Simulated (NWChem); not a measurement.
Molecule: CH₃ClOZn; SMILES [O]([Zn][Cl])C

```xyz
7

Zn     0.1075    -0.0640     0.0000
Cl    -0.1164    -2.1576     0.0000
O      0.4892     1.6756     0.0000
C     -0.4831     2.6920     0.0000
H     -1.1479     2.6827     0.8991
H      0.0362     3.6779     0.0000
H     -1.1479     2.6827    -0.8991
```
Atoms are numbered in this order, from 1.

Computed with NWChem. The geometry was optimised at PBE-D3(BJ)/def2-SVP. Total energies compare along this basis series because the functional is fixed.

```tsv
level	basis functions	energy (Ha)	highest occupied level (eV)	orbital gap (eV)	dipole (D)
B3LYP/cc-pVDZ	104	-2354.9011	-7.33	5.63	1.71
B3LYP/aug-cc-pVDZ	159	-2354.9194	-7.57	5.70	1.62
B3LYP/cc-pVTZ	204	-2354.9646	-7.50	5.73	1.64
```
